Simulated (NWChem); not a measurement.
System: CH3FO3Si; SMILES O=CO[Si@@H](O)F

```xyz
9

O     -0.3797    -1.8810     0.8489
C      0.6352    -1.6979     0.2304
O      0.9359    -0.5893    -0.4360
Si    -0.0687     0.7885    -0.4890
O     -1.6225     0.3580    -0.2719
F      0.4787     1.7368     0.6922
H      1.4449    -2.4505     0.1446
H      0.1557     1.4538    -1.7769
H     -1.7095    -0.4166     0.3090
```
Atoms are numbered in this order, from 1.

Level: PBE0/def2-SVP (NWChem), optimised geometry, unscaled harmonic frequencies. 

### Question
List the harmonic frequencies with IR intensities, and the thermochemistry.

### Answer
```json
[
 {"frequency (cm⁻¹)": "49", "IR intensity (km/mol)": "1.3"},
 {"frequency (cm⁻¹)": "189", "IR intensity (km/mol)": "3.6"},
 {"frequency (cm⁻¹)": "200", "IR intensity (km/mol)": "4.6"},
 {"frequency (cm⁻¹)": "290", "IR intensity (km/mol)": "15.4"},
 {"frequency (cm⁻¹)": "309", "IR intensity (km/mol)": "24.5"},
 {"frequency (cm⁻¹)": "393", "IR intensity (km/mol)": "64.0"},
 {"frequency (cm⁻¹)": "551", "IR intensity (km/mol)": "134.3"},
 {"frequency (cm⁻¹)": "702", "IR intensity (km/mol)": "40.2"},
 {"frequency (cm⁻¹)": "746", "IR intensity (km/mol)": "32.0"},
 {"frequency (cm⁻¹)": "823", "IR intensity (km/mol)": "55.3"},
 {"frequency (cm⁻¹)": "862", "IR intensity (km/mol)": "10.8"},
 {"frequency (cm⁻¹)": "902", "IR intensity (km/mol)": "228.1"},
 {"frequency (cm⁻¹)": "965", "IR intensity (km/mol)": "327.2"},
 {"frequency (cm⁻¹)": "1019", "IR intensity (km/mol)": "158.8"},
 {"frequency (cm⁻¹)": "1064", "IR intensity (km/mol)": "0.3"},
 {"frequency (cm⁻¹)": "1279", "IR intensity (km/mol)": "456.2"},
 {"frequency (cm⁻¹)": "1404", "IR intensity (km/mol)": "4.7"},
 {"frequency (cm⁻¹)": "1847", "IR intensity (km/mol)": "326.8"},
 {"frequency (cm⁻¹)": "2388", "IR intensity (km/mol)": "83.1"},
 {"frequency (cm⁻¹)": "3088", "IR intensity (km/mol)": "50.6"},
 {"frequency (cm⁻¹)": "3766", "IR intensity (km/mol)": "222.9"}
]
```

```yaml
zero_point_energy: 32.6 kcal/mol
thermal correction to the enthalpy at 298.15 K (with zero-point energy): 37.4 kcal/mol
heat capacity Cv: 22.2 cal/(mol K)
entropy at 298.15 K and 1 atm (symmetry number 1): 82.0 cal/(mol K)
dipole_moment: 1.89 D
```

Rigid rotor and harmonic oscillator; modes under 100 cm⁻¹ make the entropy uncertain.
